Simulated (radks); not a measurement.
Results of a calculation; reference values are marked as such.
How relativity changes the ionisation of the samarium ion Sm2+ ([Xe] 4f6) to Sm3+ ([Xe] 4f5). Spin-unpolarised spherical Kohn-Sham, BLYP, point nucleus unless stated (finite: rms radius 5.0819 fm), a radial shooting solver on a logarithmic mesh with Libxc functionals. A level marked "c x" has the speed of light scaled by that factor and shares open shells by 2j + 1; other Dirac levels either fill j = l - 1/2 first or share by 2j + 1.

level                               E(Sm2+) (hartree)  E(Sm3+) (hartree)  IE (eV)   HOMO  <r> HOMO (bohr)
non-rel.                                  -10037.6950        -10036.7018   27.025     4f           0.9380
scalar-rel.                               -10427.3788        -10426.5085   23.682     4f           0.9954
scalar-rel., finite nucleus               -10426.6947        -10425.8243   23.683     4f           0.9954
Dirac, 2j+1 shares                        -10434.6768        -10433.8089   23.617  4f7/2            1.004
Dirac, low j first                        -10434.7452        -10433.8720   23.762  4f5/2           0.9915
Dirac, 2j+1 shares, finite nucleus        -10433.9890        -10433.1210   23.618  4f7/2            1.004
Dirac, c x 2                              -10129.3433        -10128.3822   26.152  4f7/2           0.9526
Dirac, c x 3                              -10077.8753        -10076.8965   26.636  4f7/2           0.9444
Dirac, c x 10                             -10041.2761        -10040.2843   26.990  4f7/2           0.9386

NIST Atomic Spectra Database: 23.6 eV (semi-empirical). The relativistic part of the total energy of Sm2+ is -396.3 hartree (Dirac, 2j+1 shares, finite nucleus), 3.9 % of the non-relativistic value. Spin polarisation and multiplet splitting of open shells are left out at every level.

Beside tabulated values, note that relativity, absent from the non-relativistic runs, is large for the heavy elements, and spin-unpolarised runs miss the spin-polarisation part of the exchange energy of open shells.
